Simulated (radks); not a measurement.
All-electron atom: Ho3+ in [Kr] 4d10 4f10 5s2 5p5.75 5f0.25 (fractional occupations, a model configuration). Calculated with a radial shooting solver on a logarithmic mesh with Libxc functionals: scalar-relativistic Kohn-Sham, LDA (Slater exchange, Perdew-Zunger correlation), spin-polarised, spherical densities, finite nucleus; open shells are filled with parallel spins first (spin-orbit coupling, left out, can overturn this in heavy ions); Fermi nuclear charge, rms radius 5.2022 fm.

Radial electron density D(r) = 4 pi r^2 rho(r):

```
   r/bohr * D(r) (the largest magnitude, 120, reaches the edge; | marks zero)
  0.00141 |   *
 0.001926 |     *
 0.002653 |         *
 0.003624 |              *
 0.004951 |                     *
 0.006818 |                             *
 0.009315 |                                    *
  0.01283 |                                        *
  0.01752 |                                       *
  0.02394 |                                    *
  0.03297 |                                     *
  0.04504 |                                              *
  0.06203 |                                                      *
  0.08474 |                                                *
   0.1158 |                                         *
   0.1594 |                                               *
   0.2178 |                                           *
   0.2999 |                        *
   0.4098 |                       *
   0.5598 |                       *
   0.7709 |            *
    1.053 |      *
     1.45 |   *
    1.982 |*
    2.707 *
    3.728 *
    5.093 *
    7.014 *
    9.582 *
```

D(r) has 4 maxima, at r = 0.0142, 0.0640, 0.178, 0.485 bohr, and minima at 0.0272, 0.117, 0.346 bohr, inside which lie 1.92, 11.14, 29.57 electrons.
